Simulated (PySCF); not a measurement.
B3LYP has the VWN-RPA correlation part, as in Gaussian. 

```xyz
11

N     -0.8605     0.0954    -1.4772
Si     0.0351     0.2075    -0.0295
N      0.6951    -1.3524     0.2083
S     -0.9345     0.7098     1.8301
S      1.3110     1.8984    -0.4137
H     -1.4369    -0.7145    -1.6450
H     -1.2396     0.9227    -1.9095
H      1.1908    -1.7952    -0.5516
H      1.1033    -1.5851     1.0997
H     -1.4620    -0.5143     2.0105
H      1.5983     2.1277     0.8779
```

Charge 0, multiplicity 1.

Problem. Give the Mulliken and meta-Löwdin atomic charges from B3LYP-D3(BJ)/def2-TZVP run with PySCF.

Solution. 
```
atom  Mulliken (e)  meta-Löwdin (e)
----  ------------  ---------------
N1           -0.59            -0.74
Si2           0.65             1.00
N3           -0.59            -0.75
S4           -0.34            -0.34
S5           -0.33            -0.34
H6            0.23             0.24
H7            0.23             0.24
H8            0.23             0.24
H9            0.23             0.24
H10           0.14             0.10
H11           0.14             0.10
```
